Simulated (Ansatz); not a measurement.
ClFH4OSi2, SMILES `F[SiH2]O[SiH2]Cl` at its PBE0-D4/def2-TZVP geometry, where that method's forces vanish. The species carries charge 0 and has multiplicity 1.

```xyz
9

F    -1.4266   -1.9461   -0.2421
Si   -0.7062   -1.0876    0.8892
O    -0.3064    0.3650    0.2818
Si    0.5674    1.2252   -0.7856
Cl    2.3135    0.2412   -1.2136
H     0.5047   -1.8234    1.3059
H    -1.6729   -0.8741    1.9833
H    -0.1851    1.3772   -2.0469
H     0.9116    2.5225   -0.1719
```

Q: What forces (eV/Å) does PBE-D4/def2-TZVPP give on these atoms in Ansatz? (An estimate is asked.)

A: Computed: 
```
F1  -0.297 -0.365 -0.445
Si2  0.115 -0.093  0.429
O3  -0.173  0.232  0.181
Si4  0.126  0.219 -0.214
Cl5  0.256 -0.129 -0.072
H6   0.152 -0.085  0.058
H7  -0.114  0.038  0.137
H8  -0.098  0.024 -0.151
H9   0.032  0.159  0.076
```
